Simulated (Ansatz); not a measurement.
Ansatz results at the PBE0-D4/def2-TZVP geometry: HOMO–LUMO gap (PBE0/def2-TZVPP) 5.92 eV; HOMO–LUMO gap (B3LYP/def2-TZVPP) 5.52 eV; size of the dipole moment (B3LYP/def2-TZVPP) 1.50 D.

Each molecule was computed in one conformer, which needn't be the lowest.

Q: Which molecule gave them?
A. `I[B]1[S][GeH2]1`
B. `O=COC=S`
C. `[SnH3][CH2]C1=CC1`
D. `[AlH2]/[N]=C\[SeH]`

A: D. The others give `O=COC=S`: 4.59, 4.13, 1.61; `I[B]1[S][GeH2]1`: 5.18, 4.85, 1.52; `[SnH3][CH2]C1=CC1`: 6.35, 5.91, 0.94.

B3LYP here is the variant with VWN-RPA as its local correlation; programs differ in this.
